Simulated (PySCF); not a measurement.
**Broadened absorption spectrum of C6H10O2**

Species: C6H10O2.
Atom-mapped SMILES: `[CH3:1]/[CH:2]=[CH:3]/[CH2:4][O:5][C:6]([CH3:7])=[O:8]` (hydrogens: H9, H10, H11 on C1; H12 on C2; H13 on C3; H14, H15 on C4; H16, H17, H18 on C7)

Cartesian coordinates in Å at the GFN2-xTB level; atoms count from 1:
```
atom  x, y, z in Å
C1    -2.838    0.932   -0.032
C2    -1.469    0.347   -0.113
C3    -1.207   -0.947   -0.064
C4     0.156   -1.569   -0.130
O5     1.198   -0.630   -0.374
C6     1.833   -0.119    0.687
C7     2.899    0.854    0.253
O8     1.591   -0.415    1.826
H9    -3.592    0.153    0.050
H10   -3.044    1.532   -0.919
H11   -2.914    1.588    0.835
H12   -0.662    1.059   -0.218
H13   -2.004   -1.671    0.041
H14    0.203   -2.288   -0.954
H15    0.362   -2.091    0.814
H16    2.697    1.826    0.698
H17    2.920    0.932   -0.829
H18    3.863    0.512    0.624
```

Computed, not measured: TDDFT B3LYP/def2-SVPD, vertical, gas phase, core orbitals frozen in the response (PySCF 2.14.0, density-fitted response routines).

Broadening: Gaussians 0.25 eV wide at half height, area fixed by f = 4.319×10⁻⁹ ∫ε dν̃. The width is an assumption, not a result. The curve ends short of the highest state used, and states not computed would add to its high-energy end.

(λ (nm), ε (L mol⁻¹ cm⁻¹)): (184.0, 178), (185.8, 217), (187.6, 241), (189.3, 201), (191.1, 121), (192.8, 58), (194.6, 28), (196.4, 33), (198.1, 58), (199.9, 90), (201.7, 109), (203.4, 107), (205.2, 93), (206.9, 83), (208.7, 78), (210.5, 72), (212.2, 60), (214.0, 42), (215.7, 25), (217.5, 12), (219.3, 5), (221.0, 2), (222.8, 0), (224.5, 0)

Question: Locate the maxima and give the states behind the curve.

Answer: 202 nm (6.13 eV), ε about 110, made up of S2 (94%); 187 nm (6.62 eV), ε about 240, made up of S3 (99%) (ε in L mol⁻¹ cm⁻¹; maxima over ε = 5, shares over 10%). The states used: S1 5.90 eV (f 0.0006); S2 6.14 eV (f 0.0010); S3 6.61 eV (f 0.0022); S4 6.95 eV (f 0.0041); S5 7.10 eV (f 0.0015); S6 7.19 eV (f 0.0076); S7 7.26 eV (f 0.346); S8 7.34 eV (f 0.034).

Question: Coming from long wavelengths, where does ε first pass 100 L mol⁻¹ cm⁻¹?

Answer: At about 204 nm (6.07 eV), 0.17 eV above S1.

Question: On this curve, what absorbance would a 10⁻⁴ mol/L sample give at 193 nm over a 1 cm path?

Answer: 193 nm is 6.424 eV, where ε is about 53 L mol⁻¹ cm⁻¹, so A = ε c l ≈ 0.0053 (Beer–Lambert, with the gas-phase spectrum and the assumed width).

Question: What would ε be at 6.62 eV, the highest of these maxima, with half the width (0.125 eV)?

Answer: About 471 L mol⁻¹ cm⁻¹ against 241, a factor of about 1.95; a lone state at its own centre would give exactly 2.

On Intel Xeon Platinum 8488C, one thread, shared host with 192 logical CPUs at a one-minute load of 68, this took 59 s wall (with the writing of density and orbital grids) and 0.97 GiB of memory at its peak.

One conformer stands for the species.
